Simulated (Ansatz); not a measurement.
Ansatz (a program for electronic structure) input:

Ansatz 0.2 input:
```yaml
crystal:
  periodic: [false, false, false]
  atoms:
    - {symbol: Si, position_ang: [-0.00897005, -0.01185831, 1.03191828]}
    - {symbol: Cl, position_ang: [1.13086683, 1.29297351, -0.40030734]}
    - {symbol: Cl, position_ang: [-1.12347973, -1.28320784, -0.44950771]}
basis:
  gaussian:
    orbitals: STO-3G
total_charge: -1
magnetization: {spin_polarized: true, initial_magnetization: 1}
correlation: {method: ccsd_t, electrons: outside_noble_gas}
```

Question: What final total energy does it print?

Answer: -1194.77968 Eh (CCSD(T)/STO-3G). The basis has 27 functions.
